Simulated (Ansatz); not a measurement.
```yaml
crystal:
  periodic: [false, false, false]
  atoms:
    - {symbol: C, position_ang: [0.696863, 2.156342, 2.238352]}
    - {symbol: C, position_ang: [0.844257, 1.907488, 1.100864]}
    - {symbol: C, position_ang: [0.845705, 1.736165, -0.340942]}
    - {symbol: C, position_ang: [-0.366358, 1.133353, -0.916769]}
    - {symbol: C, position_ang: [-0.897019, -0.155793, -0.371559]}
    - {symbol: C, position_ang: [0.101272, -1.330191, -0.402942]}
    - {symbol: C, position_ang: [-0.506950, -2.581971, 0.138461]}
    - {symbol: H, position_ang: [0.607868, 2.411085, 3.280389]}
    - {symbol: H, position_ang: [1.158054, 2.624516, -0.824597]}
    - {symbol: H, position_ang: [1.789938, 0.969154, -0.425097]}
    - {symbol: H, position_ang: [-1.137589, 1.962467, -0.830005]}
    - {symbol: H, position_ang: [-1.684863, -0.400957, -0.420685]}
    - {symbol: H, position_ang: [-1.734863, -0.450957, -0.720685]}
    - {symbol: H, position_ang: [-1.040073, 0.038726, 0.746641]}
    - {symbol: H, position_ang: [0.403550, -1.480844, -1.467646]}
    - {symbol: H, position_ang: [1.048601, -1.104702, 0.064316]}
    - {symbol: H, position_ang: [-0.719311, -2.493340, 1.254258]}
    - {symbol: H, position_ang: [-1.382270, -2.915328, -0.419273]}
    - {symbol: H, position_ang: [0.332002, -3.406205, 0.025824]}
basis:
  gaussian: {orbitals: STO-3G}
hamiltonian: {xc: {name: r2SCANh}}
output: {forces: true}
```

```sh
$ ansatz run in.yaml --threads 2 --pin off --events-out ev --progress --plain --max-ram 32768MiB --backend cpu
```

It prints (some lines left out):

```
Functional definition: r2SCANh
660 factors; integrals over basis functions are off by at most 4.0e-5 eV
mean field evaluation 1: about -7322.0965 eV, gradient 2.8e1 eV
mean field evaluation 2: about -7301.2667 eV, gradient 7.7e1 eV
mean field evaluation 4: about -7324.5700 eV, gradient 8.3e0 eV
mean field evaluation 8: about -7324.6009 eV, gradient 3.4e-1 eV
mean field evaluation 16: about -7324.6014 eV, gradient 3.6e-5 eV
mean field -7324.60135129 eV, -269.1741348667 hartree, gradient 3.6e-5 eV, S^2 0.000000; 0 other end points of the search recorded, 0 dependent functions left out
reference -7324.60135848 eV, -269.1741351311 hartree; 27, 27 occupied and 20, 20 virtual orbitals, 660 factors
Total energy: -7324.60135848 eV, -269.1741351311 hartree
Atom 0 at     0.696863     2.156342     2.238352 Å, force    -0.482092     0.771737     4.284534 eV/Å
Atom 1 at     0.844257     1.907488     1.100864 Å, force     0.025526     0.680767    -1.419194 eV/Å
Atom 2 at     0.845705     1.736165    -0.340942 Å, force     3.749324    -6.370578     0.085055 eV/Å
Atom 3 at    -0.366358     1.133353    -0.916769 Å, force    -3.599715     2.068769    -3.903929 eV/Å
Atom 4 at    -0.897019    -0.155793    -0.371559 Å, force    43.218625    16.031002    11.386884 eV/Å
Atom 5 at     0.101272    -1.330191    -0.402942 Å, force    -0.041892    -0.344683    -3.066359 eV/Å
Atom 6 at    -0.506950    -2.581971     0.138461 Å, force     2.328519    -3.387268     2.085690 eV/Å
Atom 7 at     0.607868     2.411085     3.280389 Å, force    -0.017820    -0.188537    -0.145659 eV/Å
Atom 8 at     1.158054     2.624516    -0.824597 Å, force     0.228338     1.759715    -0.975503 eV/Å
Atom 9 at     1.789938     0.969154    -0.425097 Å, force    -2.000264     1.969014    -0.556571 eV/Å
Atom 10 at    -1.137589     1.962467    -0.830005 Å, force     0.205991    -1.629801    -0.120520 eV/Å
Atom 11 at    -1.684863    -0.400957    -0.420685 Å, force    -6.498748    11.391710   115.365329 eV/Å
Atom 12 at    -1.734863    -0.450957    -0.720685 Å, force   -32.748341   -23.629090  -123.523682 eV/Å
Atom 13 at    -1.040073     0.038726     0.746641 Å, force    -1.413084    -1.449078     0.317759 eV/Å
Atom 14 at     0.403550    -1.480844    -1.467646 Å, force    -0.439868     0.029646     0.433177 eV/Å
Atom 15 at     1.048601    -1.104702     0.064316 Å, force     0.124098     0.813490     0.974138 eV/Å
Atom 16 at    -0.719311    -2.493340     1.254258 Å, force    -0.017439    -0.142899    -1.580242 eV/Å
Atom 17 at    -1.382270    -2.915328    -0.419273 Å, force    -0.361731    -0.007770    -0.009137 eV/Å
Atom 18 at     0.332002    -3.406205     0.025824 Å, force    -2.259427     1.633855     0.368230 eV/Å
Dipole moment:    -0.665330    -1.099552     0.139976 e Å
```

(1) What is wrong with this run?

Results:

(1) One atom was put on top of another. Self-consistency was reached. The result belongs to that input, not to the molecule as meant.
